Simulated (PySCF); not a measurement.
PbI, SMILES [I][Pb+] (connectivity only; charge and spin as stated), charge +1, multiplicity 1. Geometry: PBE-D3(BJ)/def2-TZVP. The spin state was assumed, not searched. The def2 effective core potentials stand for the cores of I, Pb; spin–orbit coupling is left out.

The numbers are results of PySCF with PBE-D3(BJ)/def2-TZVP, not measurements.

Harmonic wavenumbers (cm⁻¹): 196. Rotational constants (GHz): 0.8821 (linear); symmetry number 1.

Question: Work out the zero-point energy and the ideal-gas rigid-rotor harmonic-oscillator thermochemistry at 298.15 K and 1 atm.

Answer: ZPE = ½ Σ hcν = ½ × 196 cm⁻¹ = 0.28 kcal/mol. H − E(el) = 2.71 kcal/mol. Entropy in cal/(mol K): translation 43.31, rotation 19.59, vibration 2.17, total 65.07. G − E(el) = -16.69 kcal/mol. Cp = 8.80 cal/(mol K).
